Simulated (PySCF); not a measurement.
# SiNi: frontier orbitals

PBE at R = 2.205 Å; PySCF, no relativity, basis sets Si def2-TZVPPD, Ni def2-TZVPPD. State: triplet, unpaired electrons π ↑, δ ↑, a mixture of terms (⟨Lz²⟩ = 4.9). Only the outer orbitals are listed, counted within each symmetry.

```tsv
spin	orbital	occ.	ε (eV)	on Si (%)	main shells (%)
α	9σ	1	-11.20	83	83 Si s, 8 Ni s
α	1δ	1	-8.01	0	100 Ni d
α	4π	1	-6.91	7	93 Ni d
α	1δ	1	-6.84	0	100 Ni d
α	4π	1	-6.78	8	92 Ni d
α	10σ	1	-6.69	20	79 Ni d, 11 Si p
α	11σ	1	-5.35	33	56 Ni s, 31 Si p, 11 Ni d
α	5π	1	-4.21	83	83 Si p, 10 Ni p
α	5π	0	-4.02	81	81 Si p, 12 Ni p
α	12σ	0	-2.58	39	38 Ni p, 27 Si p, 20 Ni s
α	6π	0	-0.53	17	82 Ni p, 9 Si d
β	9σ	1	-10.65	83	82 Si s, 9 Ni s
β	1δ	1	-6.39	0	100 Ni d
β	4π	1	-6.23	10	90 Ni d, 9 Si p
β	10σ	1	-6.03	30	67 Ni d, 19 Si p, 10 Si s
β	4π	1	-5.94	6	94 Ni d
β	11σ	1	-4.96	23	52 Ni s, 25 Ni d, 23 Si p
β	1δ	0	-5.26	2	97 Ni d
β	5π	0	-3.75	78	78 Si p, 13 Ni p, 10 Ni d
β	5π	0	-2.97	73	74 Si p, 21 Ni p
```

Problem. Which are the highest filled and the lowest empty level, where do they sit, and how wide is the gap?

Solution. Highest filled α 5π at -4.21 eV (in %: 83 Si p, 10 Ni p); lowest empty β 1δ at -5.26 eV (in %: 97 Ni d); the gap at PBE is -1.05 eV.

```json
{
  "bond order (Mayer)": "1.64",
  "⟨S²⟩": "2.011",
  "charge on Si (Mulliken, basis-dependent)": "0.16",
  "charge on Si (Löwdin, basis-dependent)": "0.15",
  "dipole moment (positive dipole means Si(−)Ni(+))": "1.24 D"
}
```

Counting both spins, an empty level lies below a filled one in this solution, because spin and occupation are held. With d or f electrons several states lie close, and the lowest PBE0 determinant need not be the measured ground state.
